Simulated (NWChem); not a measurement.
System: C2H4Br2; SMILES CC(Br)Br

Input file for NWChem:

```
start job
memory heap 200 mb stack 900 mb global 1100 mb
geometry units angstroms noautoz
  C     -2.027910    -0.193948     0.000000
  C     -0.666818     0.451501     0.000000
  Br     0.330629    -0.015383    -1.600487
  Br     0.330629    -0.015383     1.600487
  H     -1.943082    -1.289563     0.000000
  H     -2.586697     0.117636    -0.895356
  H     -2.586697     0.117636     0.895356
  H     -0.716416     1.545861     0.000000
end
basis spherical
  * library def2-tzvpd
end
dft
  xc r2scan
  iterations 150
  semidirect filesize 400000000
  mulliken
end
task dft energy
```

Structure relaxed at the PBE0/def2-SVP level.

### Question
Give the results of this calculation. (r2SCAN/def2-TZVPD.) Quantities: energy (Ha); highest occupied level (eV); orbital gap (eV); dipole (D).

### Answer
```json
{
  "energy (Ha)": "-5226.88",
  "highest occupied level (eV)": "-7.02",
  "orbital gap (eV)": "5.22",
  "dipole (D)": "2.03"
}
```
